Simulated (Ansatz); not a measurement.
`N[SiH2][SiH3]` + `[OH][Ga]([F])[F]` → `[F][Ga]([F])[O][SiH3]` + `N[SiH3]`  (cleavage of the Si–Si bond)

Isolated molecules relaxed with PBE0-D4/def2-TZVP in Ansatz; ΔE leaves out vibrations. CCSD(T)/CBS is the MP2 limit (def2-TZVPP, def2-QZVPP) plus CCSD(T) − MP2 in def2-TZVPP, frozen cores. This one scheme is used for every species. Functionals use def2-TZVPP. HSE06 is defined as in plane-wave codes. For Ga outer-core shells are correlated without core-valence functions, which leaves a few kJ/mol of doubt a bond. Scalar relativity is left out up to krypton. One conformer a species, not always the lowest.

Question: Is it downhill or uphill in electronic energy at CCSD(T)/CBS, and by how much? (Best estimate.)

Answer: Computed: Downhill: ΔE = -99.1 kJ/mol.

Question: What do these levels give: r2SCAN0-D4, ωB97M-V, HSE06, LC-ωPBE, HF/def2-QZVPP, CCSD/CBS(def2)? (An estimate is asked.)

Answer: Computed: r2SCAN0-D4 -95.5, ωB97M-V -100.2, HSE06 -80.5, LC-ωPBE -90.0, HF/def2-QZVPP -133.1, CCSD/CBS(def2) -103.1 kJ/mol.

Largest T1 diagnostic among the species: 0.015.

Leaving LDA and LC-ωPBE aside and taking each functional with its dispersion term where it has one, the values, not all of them listed here, spread over 42.1 kJ/mol, from BHLYP-D4 to PBE-D4. From BLYP to BHLYP (50 % exact exchange), in def2-TZVPP and without D4, ΔE moves by −21.1 kJ/mol.
